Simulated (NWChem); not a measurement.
System: InCl3; SMILES [Cl][In]([Cl])[Cl]

Output (shortened):

```
             Northwest Computational Chemistry Package (NWChem) 7.3.0
             --------------------------------------------------------

 C3H symmetry detected

                             Geometry "geometry" -> ""
                             -------------------------

 Output coordinates in angstroms (scale by  1.889725989 to convert to a.u.)

  No.       Tag          Charge          X              Y              Z
 ---- ---------------- ---------- -------------- -------------- --------------
    1 In                  49.0000     0.00000000    -0.00000000     0.00000000
    2 Cl                  17.0000    -1.71531157    -1.56341665     0.00000000
    3 Cl                  17.0000    -0.49630275     2.26721171     0.00000000
    4 Cl                  17.0000     2.21161431    -0.70379507     0.00000000

 Effective nuclear repulsion energy (a.u.)     683.9165898706

      Symmetry information
      --------------------

 Group name             C3h
 Group number             22
 Group order               6
 No. of unique centers     2

                                Z-matrix (autoz)
                                --------

 Units are Angstrom for bonds and degrees for angles

      Type          Name      I     J     K     L     M      Value
      ----------- --------  ----- ----- ----- ----- ----- ----------
    1 Stretch                  1     2                       2.32090
    2 Stretch                  1     3                       2.32090
    3 Stretch                  1     4                       2.32090
    4 Bend                     2     1     3               120.00000
    5 Bend                     2     1     4               120.00000
    6 Bend                     3     1     4               120.00000
    7 Torsion                  2     1     3     4         180.00000
    8 Torsion                  2     1     4     3         180.00000
    9 Torsion                  3     1     2     4         180.00000
   10 Torsion                  2     4     1     3         180.00000
   11 Torsion                  3     2     1     4         180.00000
   12 Torsion                  2     3     1     4         180.00000

                           NWChem Geometry Optimization
                           ----------------------------

[...]

      ----------------------
      Optimization converged
      ----------------------

  Step       Energy      Delta E   Gmax     Grms     Xrms     Xmax
  ---- ---------------- -------- -------- -------- -------- --------
@    2   -1565.68241750 -8.4D-08  0.00000  0.00000  0.00031  0.00060
                                     ok       ok       ok       ok

                                Z-matrix (autoz)
                                --------

 Units are Angstrom for bonds and degrees for angles

      Type          Name      I     J     K     L     M      Value     Gradient
      ----------- --------  ----- ----- ----- ----- ----- ---------- ----------
    1 Stretch                  1     2                       2.30622    0.00000
    2 Stretch                  1     3                       2.30622    0.00000
    3 Stretch                  1     4                       2.30622    0.00000
    4 Bend                     2     1     3               120.00000   -0.00000
    5 Bend                     2     1     4               120.00000    0.00000
    6 Bend                     3     1     4               120.00000   -0.00000
    7 Torsion                  2     1     3     4         180.00000   -0.00000
    8 Torsion                  2     1     4     3         180.00000    0.00000
    9 Torsion                  3     1     2     4         180.00000    0.00000
   10 Torsion                  2     4     1     3         180.00000   -0.00000
   11 Torsion                  3     2     1     4         180.00000   -0.00000
   12 Torsion                  2     3     1     4         180.00000    0.00000

                         Geometry "geometry" -> "geometry"
                         ---------------------------------

[...]

 Rotational Constants
 --------------------
 A=   0.060426 cm-1  (  0.086938 K)
 B=   0.060426 cm-1  (  0.086938 K)
 C=   0.030213 cm-1  (  0.043469 K)

 Temperature                      =   298.15K
 frequency scaling parameter      =   1.0000

 Zero-Point correction to Energy  =    2.050 kcal/mol  (  0.003267 au)
 Thermal correction to Energy     =    5.848 kcal/mol  (  0.009320 au)
 Thermal correction to Enthalpy   =    6.440 kcal/mol  (  0.010263 au)

 Total Entropy                    =   82.845 cal/mol-K
   - Translational                =   42.047 cal/mol-K (mol. weight = 219.8107)
   - Rotational                   =   26.876 cal/mol-K (symmetry #  =        3)
   - Vibrational                  =   13.922 cal/mol-K

 Cv (constant volume heat capacity) =   16.314 cal/mol-K
   - Translational                  =    2.979 cal/mol-K
   - Rotational                     =    2.979 cal/mol-K
   - Vibrational                    =   10.355 cal/mol-K

[normal modes left out]

 ----------------------------------------------------------------------------
 Normal Eigenvalue ||           Projected Infra Red Intensities
  Mode   [cm**-1]  || [atomic units] [(debye/angs)**2] [(KM/mol)] [arbitrary]
 ------ ---------- || -------------- ----------------- ---------- -----------
    1       -0.000 ||    0.000000           0.000         0.000       0.000
    2       -0.000 ||    0.000000           0.000         0.000       0.000
    3       -0.000 ||    0.000000           0.000         0.000       0.000
    4        0.000 ||    0.000000           0.000         0.000       0.000
    5        0.000 ||    0.000000           0.000         0.000       0.000
    6        0.000 ||    0.000000           0.000         0.000       0.000
    7       89.828 ||    0.007049           0.163         6.872       6.640
    8       89.828 ||    0.007049           0.163         6.872       6.640
    9       95.708 ||    0.009164           0.211         8.934       8.632
   10      346.501 ||    0.000000           0.000         0.000       0.000
   11      406.418 ||    0.052067           1.201        50.758      49.044
   12      406.418 ||    0.052067           1.201        50.758      49.044
 ----------------------------------------------------------------------------
```

Level: LDA (Slater exchange, VWN5)/def2-SVP with def2 effective core potentials on In. def2 effective core potentials on In; no spin-orbit coupling. The printed entropy takes a lower symmetry number than the molecule has.

Question: Reconstruct the input file.

Answer: This is not unique; one that fits is the input that was run:
```
start job
memory heap 200 mb stack 900 mb global 1100 mb
geometry units angstroms
  In     0.000000     0.000000     0.000000
  Cl     1.609854    -1.671806     0.000000
  Cl    -2.252754    -0.558271     0.000000
  Cl     0.642900     2.230077     0.000000
end
basis spherical
  * library def2-svp
end
ecp
  In library def2-ecp
end
dft
  xc slater vwn_5
  iterations 150
end
driver
  maxiter 120
end
task dft optimize
dft
  grid fine
  convergence energy 1d-8 density 1d-7
end
task dft freq numerical
```
